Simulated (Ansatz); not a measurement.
Saddle point of CH7BrSn, closed shell (SnH₃Br ([Br][SnH3]) + CH₄ → CH₆Sn ([CH3][SnH3]) + HBr; bonds formed: Sn1–C7, Br2–H6; bonds broken: Sn1–Br2, H6–C7), PBE0-D4/def2-TZVP structure:

```
10
angstrom
Sn -0.5480 -1.0944 -0.2445
Br 2.4729 -0.7309 0.4877
H 0.1714 -1.6515 -1.6657
H -0.4860 -1.9638 1.2005
H -2.1740 -0.6202 -0.5657
H 0.9813 0.3049 0.2592
C -0.0325 1.1578 0.1181
H 0.7946 1.8247 0.3884
H -0.3827 1.4827 -0.8624
H -0.7969 1.2906 0.8846
```

Energies are electronic, without zero-point energy. Barriers and step energies count from the start structure reached by relaxing down the imaginary mode; all methods use the PBE0-D4 structures, on which another method's saddle can fall below an end. Program: Ansatz 0.2.0. Basis: def2-TZVPP, with def2-QZVPP for the basis limit. Cores are frozen in the correlated methods. Filled d shells of the heavier atoms are correlated. Core potentials replace the inner electrons of the atoms past krypton. The def2 sets are not built for correlating such inner shells, so the correlated values are less sure here. B3LYP uses VWN-RPA correlation. Extrapolation: Hartree–Fock as exp(−7.88 √X), correlation as X^−2.97.

| method | barrier (kJ/mol) | step energy (kJ/mol) |
| --- | --- | --- |
| SPW92 | 183.6 | 106.4 |
| PBE-D4 | 215.9 | 118.8 |
| BLYP-D4 | 232.9 | 122.2 |
| r2SCAN-D4 | 227.1 | 127.6 |
| B97M-V | ? | 128.7 |
| PBE0-D4 | 231.4 | 124.6 |
| B3LYP-D4 | 244.7 | 127.0 |
| r2SCAN0-D4 | ? | 130.3 |
| BHLYP-D4 | 263.2 | 135.5 |
| CAM-B3LYP-D4 | 251.7 | 125.9 |
| wB97X-V | 251.2 | 126.9 |
| wB97M-V | 245.7 | 125.8 |
| B2PLYP | 252.8 | 126.8 |
| PBE-QIDH | 243.3 | 125.6 |
| RPA on PBE | ? | 113.2 |
| HF | 314.2 | 152.1 |
| MP2 | 242.6 | 117.7 |
| CCSD | 260.7 | 119.7 |
| CCSD(T) | 249.8 | 116.2 |

Task: Fill in the withheld barriers. (Judge from chemistry; the value comes from the calculation.)

Result: The calculation gives: r2SCAN0-D4 238.2; B97M-V 246.2; RPA on PBE 251.3 kJ/mol. Each is the energy of the saddle less that of the start structure, by the same method.

For comparison, the barrier by CCSD(T) at an estimated basis limit (MP2 extrapolated from triple and quadruple zeta, plus CCSD(T) − MP2 in triple zeta) is 245.3 kJ/mol.

No T1 diagnostic of these runs exceeds 0.011. The start structure is not quite a true minimum (one mode of 26i cm⁻¹).

Labels in which every atom is bracketed show which atoms are joined, not bond orders.

For scale, one of the runs: CCSD(T)/def2-TZVPP, 227 basis functions, launched by `ansatz run in.yaml --threads 8 --pin off --events-out ev --progress --plain --max-ram 19148MiB`. Time: 66 s of wall clock on 8 CPU threads of a Oxide Virtual Turin-like; the host was shared. Peak host memory: 4.2 GiB.
